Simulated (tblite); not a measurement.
C₅H₁₃NOSi.
SMILES with atom numbers: `[CH3:1][CH2:2]/[CH:3]=[CH:4]\[CH2:5][O:6][SiH2:7][NH2:8]` (hydrogens: H9, H10, H11 on C1; H12, H13 on C2; H14 on C3; H15 on C4; H16, H17 on C5; H18, H19 on Si7; H20, H21 on N8)

Computed geometry: GFN2-xTB, gas phase.

Question: What internal coordinates does the optimisation give?

Answer: 
```json
{"bond": "C1–C2", "length (Å)": "1.530"}
{"bond": "C2–C3", "length (Å)": "1.498"}
{"bond": "C3=C4", "length (Å)": "1.324"}
{"bond": "C4–C5", "length (Å)": "1.498"}
{"bond": "C5–O6", "length (Å)": "1.400"}
{"bond": "O6–Si7", "length (Å)": "1.620"}
{"bond": "Si7–N8", "length (Å)": "1.729"}
{"bond": "C1–H9, C1–H10, C1–H11", "length (Å)": "1.088"}
{"bond": "C2–H12, C2–H13", "length (Å)": "1.092"}
{"bond": "C3–H14", "length (Å)": "1.082"}
{"bond": "C4–H15", "length (Å)": "1.081"}
{"bond": "C5–H16, C5–H17", "length (Å)": "1.097"}
{"bond": "Si7–H18, Si7–H19", "length (Å)": "1.462"}
{"bond": "N8–H20, N8–H21", "length (Å)": "1.008"}
```

Bonds in one row agree within 0.01 Å and their mean is given. A selection of angles:
```json
{"angle": "C1–C2–C3", "degrees": "111.0"}
{"angle": "C2–C3–C4", "degrees": "125.9"}
{"angle": "C3–C4–C5", "degrees": "126.6"}
{"angle": "C4–C5–O6", "degrees": "111.8"}
{"angle": "C5–O6–Si7", "degrees": "128.0"}
{"angle": "O6–Si7–N8", "degrees": "109.3"}
{"angle": "H20–N8–Si7", "degrees": "118.5"}
{"angle": "H21–N8–Si7", "degrees": "118.1"}
```

Dihedral angles: C1–C2–C3–C4 86° (synclinal); C2–C3–C4–C5 1° (synperiplanar); C3–C4–C5–O6 149° (anticlinal); C4–C5–O6–Si7 -74° (synclinal); C5–O6–Si7–N8 -56° (synclinal). The mirror-image conformer, all signs reversed, is as good.

Of the pairs four or more bonds apart, H13···H16 is among the closest relative to their van der Waals radii: 2.14 Å, 89 % of the sum of Bondi's values. Si7 (oxygen-bound silicon) is distorted tetrahedral (angles from 97.5° to 118.1°). O6 (silyl ether oxygen) is bent (angle 128.0°). The C–C distances run from 1.324 Å (C3=C4, drawn double) to 1.530 Å (C1–C2, drawn single), a spread of 0.206 Å. N8 (silicon-bound nitrogen) is pyramidal (angles 118.5°, 118.1° and 109.4°, sum 346.0°, 0.26 Å off the plane of its three neighbours).

Point group: C1 (no symmetry element, even within 0.4 Å). Its lowest GFN2-xTB frequency is 8 cm⁻¹, too small to tell a flat minimum from a shallow saddle. One conformer, not necessarily the lowest (C1–C2–C3–C4 86°, C3–C4–C5–O6 149°, C4–C5–O6–Si7 -74°, C5–O6–Si7–N8 -56°, O6–Si7–N8–H 177° and -47°). 3 starts were optimised and ended at 0.00, 1.60 and 2.32 kcal/mol (GFN2-xTB); the lowest of these is shown.

On one thread, Intel Xeon at 2.50 GHz (x86_64), on a shared host, this took 4.8 s. This is the geometry optimisation.
